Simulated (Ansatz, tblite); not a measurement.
Cost and result up the ladder for In(phosphinine)H3 (C5H8InP) (15 atoms). Charge 0, multiplicity 1. Geometry: PBE0-D4/def2-SVP.

```csv
atom,x (Å),y (Å),z (Å)
In1,3.0879,0.5079,1.5055
P2,0.5974,0.0977,0.2935
C3,-0.0355,-1.3536,-0.3905
C4,-1.2969,-1.4379,-0.9719
C5,-2.1788,-0.3591,-1.0616
C6,-1.8778,0.9145,-0.5746
C7,-0.6748,1.2356,0.0466
H8,0.6009,-2.2431,-0.3599
H9,-1.6154,-2.4013,-1.3824
H10,-3.1501,-0.5187,-1.5367
H11,-2.6288,1.7024,-0.6893
H12,-0.5104,2.2579,0.4001
H13,3.1759,2.1853,1.0530
H14,3.9083,-0.6870,0.5443
H15,2.5982,0.0995,3.1239
```

Ansatz on 4 threads of Intel Xeon 6975P-C on a shared host; xTB runs through tblite on one thread. Times are rough, summed over both states, and most runs start from the orbitals of an earlier one. PBE0-D4/def2-TZVP serves as the yardstick here, not as an exact answer. The other state is a triplet.

In the def2 sets In takes a core potential; there is no spin–orbit coupling. The xTB rows come from tblite.

xTB has no spin-polarisation term.

```json
{"level": "GFN2-xTB", "functions": "46", "wall time": "0.016 s", "vertical triplet (eV)": "3.21", "difference from PBE0-D4/def2-TZVP (eV)": "0.00"}
{"level": "GFN1-xTB", "functions": "54", "wall time": "0.023 s", "vertical triplet (eV)": "3.38", "difference from PBE0-D4/def2-TZVP (eV)": "0.17"}
{"level": "PBE-D4/def2-TZVP", "functions": "290", "wall time": "6.6 s", "vertical triplet (eV)": "3.22", "difference from PBE0-D4/def2-TZVP (eV)": "0.01"}
{"level": "r2SCAN-D4/def2-TZVP (with forces)", "functions": "290", "wall time": "22 s", "vertical triplet (eV)": "3.14", "difference from PBE0-D4/def2-TZVP (eV)": "-0.07"}
{"level": "PBE0-D4/def2-TZVP", "functions": "290", "wall time": "24 s", "vertical triplet (eV)": "3.20", "difference from PBE0-D4/def2-TZVP (eV)": "0.00"}
```
